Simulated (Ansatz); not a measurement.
Job for Ansatz (a program for electronic structure): U-CCSD(T)/cc-pVDZ on BF2H (SMILES FBF), a point of a bond scan (R = 1.581 Å).

Ansatz 0.2 input:
```yaml
crystal:
  periodic: [false, false, false]
  atoms:
    - {symbol: B, position_ang: [-0.23542436, -0.38535740, 0.08189990]}
    - {symbol: H, position_ang: [-0.84419732, -1.38183527, 0.29368107]}
    - {symbol: F, position_ang: [1.12611921, -0.08949498, 0.82952257]}
    - {symbol: F, position_ang: [-0.67460427, 0.50643007, -0.78304996]}
basis:
  gaussian:
    orbitals: cc-pVDZ
correlation: {method: ccsd_t, electrons: outside_noble_gas}
scf: {omitted_lower_state_checks: [cluster_reference]}
magnetization: {spin_polarized: true, initial_magnetization: 0}
```

The head of its log:

```
WARN ansatz: RAYON_NUM_THREADS=1 ignored (pool sized by the plan → 1); use --threads N
Functional definition: HF
these checks for a lower state are left out or cut short: cluster_reference
integrals: 0.02 GiB planned
430 factors; integrals over basis functions are off by at most 1.0e-3 eV
mean field: 0.09 GiB planned
mean field evaluation 1: about -6099.1322 eV, gradient 2.3e1 eV
mean field evaluation 2: about -6099.1932 eV, gradient 2.4e1 eV
mean field evaluation 4: about -6101.5231 eV, gradient 1.5e0 eV
mean field evaluation 8: about -6101.5589 eV, gradient 2.0e-1 eV
mean field -6101.55910195 eV, -224.2281612114 hartree, gradient 2.5e-6 eV, S^2 0.000000; 0 other end points of the search recorded, 0 dependent functions left out
3 core orbitals not correlated
reference -6101.55910195 eV, -224.2281612114 hartree; 9, 9 occupied and 35, 35 virtual orbitals, 430 factors
```

Task: Predict the final total energy.

Result: -224.7129 hartree (reference determinant -224.2282, T1 diagnostic 0.017).
